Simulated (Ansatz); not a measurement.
Consider the atomization: `CB[SiH]([SiH3])Cl` → B• + C• + Cl• + 8 H• + 2 Si•.

Computed with Ansatz on PBE0-D4/def2-TZVP structures; ΔE is electronic, products minus reactants. CBS: MP2 limit from def2 TZ/QZ plus the TZ coupled-cluster correction, frozen cores. This one scheme is used for every species, atoms too. DFT in def2-TZVPP. Open shells (•) are unrestricted, without spin–orbit coupling. Spin–orbit coupling would lower the free atoms: a little for B, C, Cl, Si. Each species was taken in one conformer, which may not be the lowest.

| species | PBE0-D4 energy (Eh) |
| --- | --- |
| `CB[SiH]([SiH3])Cl` | -1106.56122 |
| B• | -24.61828 |
| C• | -37.80537 |
| Cl• | -459.99743 |
| H• | -0.50104 |
| Si• | -289.24948 |

(1) Work out ΔE.

Largest T1 diagnostic among the species: 0.014.

Results:

(1) ΔE = 8 × (-0.50104) + 2 × (-289.24948) + (-24.61828) + (-37.80537) + (-459.99743) − (-1106.56122) = 1.63286 Eh = +1024.6 kcal/mol. CCSD(T)/CBS gives +1022.9 kcal/mol.

The D4 term adds +12.1 kcal/mol with B3LYP and +6.5 kcal/mol with PBE0; it sums over pairs of atoms, weighted by their polarisabilities, and B3LYP, whose exchange is more repulsive, gets the larger term. In def2-TZVPP, CCSD(T) changes the Hartree–Fock value by +205.4 kcal/mol (the triples alone add +10.5 kcal/mol) and MP2 by +208.5 kcal/mol; breaking electron pairs costs correlation energy, which Hartree–Fock lacks.

B3LYP here is the variant with VWN-RPA as its local correlation; programs differ in this.

For atomizations the MP2-based limit and the directly extrapolated one differ by several kJ/mol either way, and by 10 to 25 for some Ge, Se and Sn compounds, so smaller differences from it don't rank the levels.
